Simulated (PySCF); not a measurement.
Cost of one run: excited-state job, `C#CC(=O)C(F)=C(F)F`.

Method: TDA PBE0/ANO-RCC-VDZP, vertical, gas phase, core orbitals frozen in the response (PySCF 2.14.0, density-fitted response routines). Geometry: GFN2-xTB. Work: 3 singlets by TDA, 5 Tamm–Dancoff triplets, polarisability, density fitting. A driver script takes a list of jobs; this job's settings line and coordinates (Å) are shown.

Command:
```bash
OMP_NUM_THREADS=1 python probes_run.py task.json out
```

Input:
```
{"job": {"kind": "uv", "xc": "PBE0", "basis": "ANO-RCC-VDZP", "nstates": 3, "ntriplets": 5, "tda": true, "scf": {"guess": "vsap", "aux": "def2-qzvpp-jkfit"}}, "charge": 0, "multiplicity": 1}
C      2.594687     0.893465     0.323966
C      1.586414     0.520326    -0.211455
C      0.397484     0.075699    -0.879682
O      0.292749    -0.057389    -2.073363
C     -0.716434    -0.211399     0.068795
F     -0.475371    -0.017890     1.377579
C     -1.930079    -0.645221    -0.294689
F     -2.296998    -0.874993    -1.530833
F     -2.915957    -0.897318     0.542550
H      3.472387     1.219373     0.801764
```

Hardware: one thread, Arm Neoverse V1 (aarch64), no GPU, shared host with 32 logical CPUs at a one-minute load of 11. PySCF's memory limit was set to 1200 MB.

The basis has 131 functions.

**Question.** Which is nearest to the wall time?
A. 20 s
B. 0.33 s
C. 2.4 s

**Answer.** A. The run took 20 s. The SCF took 16 cycles.

**Question.** Estimate the peak memory.

**Answer.** About 0.60 GiB. Peak memory is the resident size of the whole Python process, interpreter and libraries included.

**Question.** At this speed, how long would 100 such jobs take on 64 cores, one job a core?

**Answer.** 100/64 gives 2 rounds of 20 s, about 40 s of wall time and 0.56 core-hours, if the jobs don't slow each other.

The SCF part of the output:
```
final grid: 107432 points
cycle   1  E = -561.2598280447  dE =  3.423e+00  |g| = 3.150e+00  |ddm| = 1.251e+01
cycle   2  E = -536.8240304243  dE =  2.444e+01  |g| = 8.558e+00  |ddm| = 1.636e+01
cycle   3  E = -560.3286614376  dE = -2.350e+01  |g| = 3.159e+00  |ddm| = 1.025e+01
cycle   4  E = -564.5706240103  dE = -4.242e+00  |g| = 1.545e+00  |ddm| = 4.559e+00
cycle   5  E = -565.1968463529  dE = -6.262e-01  |g| = 8.208e-01  |ddm| = 2.569e+00
cycle   6  E = -565.2952052475  dE = -9.836e-02  |g| = 4.340e-01  |ddm| = 1.078e+00
cycle   7  E = -565.3341986086  dE = -3.899e-02  |g| = 1.388e-01  |ddm| = 4.789e-01
cycle   8  E = -565.3378656833  dE = -3.667e-03  |g| = 4.537e-02  |ddm| = 1.338e-01
cycle   9  E = -565.3382989005  dE = -4.332e-04  |g| = 1.998e-02  |ddm| = 4.684e-02
cycle  10  E = -565.3383812210  dE = -8.232e-05  |g| = 5.697e-03  |ddm| = 2.155e-02
cycle  11  E = -565.3383877400  dE = -6.519e-06  |g| = 1.545e-03  |ddm| = 5.523e-03
cycle  12  E = -565.3383881616  dE = -4.216e-07  |g| = 9.831e-04  |ddm| = 2.115e-03
cycle  13  E = -565.3383883440  dE = -1.824e-07  |g| = 4.141e-04  |ddm| = 1.088e-03
cycle  14  E = -565.3383883857  dE = -4.173e-08  |g| = 4.183e-05  |ddm| = 3.975e-04
cycle  15  E = -565.3383883860  dE = -3.145e-10  |g| = 3.270e-05  |ddm| = 6.925e-05
cycle  16  E = -565.3383883862  dE = -2.308e-10  |g| = 1.254e-05  |ddm| = 3.775e-05
converged SCF energy = -565.3383883862
```

The host was shared with other jobs, so the times are rough.
